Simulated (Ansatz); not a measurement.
C$_{3}$H$_{11}$GaGeO, SMILES `C[CH2][GeH]([GaH2])[O]C` from Hartree–Fock to CCSD(T)

```xyz
17

C    -1.597    0.080    1.178
C    -0.452   -0.914    1.306
Ge    0.713   -1.023   -0.281
Ga   -0.521   -0.658   -2.381
O     2.034    0.188   -0.126
C     1.693    1.547   -0.096
H    -2.273   -0.191    0.360
H    -1.238    1.094    0.983
H    -2.201    0.120    2.089
H     0.198   -0.663    2.150
H    -0.834   -1.921    1.494
H     1.502   -2.351   -0.260
H    -0.193    0.539   -3.348
H    -1.673   -1.649   -2.801
H     2.611    2.136   -0.184
H     1.031    1.835   -0.927
H     1.200    1.833    0.844
```

Total charge 0; spin multiplicity 1. Correlated methods include outer-core shells of Ga, Ge, which these sets cover unevenly. Scalar relativity is left out up to krypton. All single points use the PBE0-D4/def2-TZVP geometry. It is one conformer, not always the lowest. Frozen core, restricted reference, Ansatz 0.2.0.

```tsv
basis	HF (Eh)	MP2 corr.
def2-SVP	-4192.82514	-1.06599
def2-TZVPP	-4193.56397	-1.26034
def2-QZVPP	-4193.65545	-1.82356
```

(1) Estimate the CCSD correlation energy and the (T) correction in each basis where they were run (hartree).

Results:

(1) 
```csv
basis,CCSD corr.,(T)
def2-SVP,-1.11750,-0.03323
def2-TZVPP,-1.30736,-0.05054
```
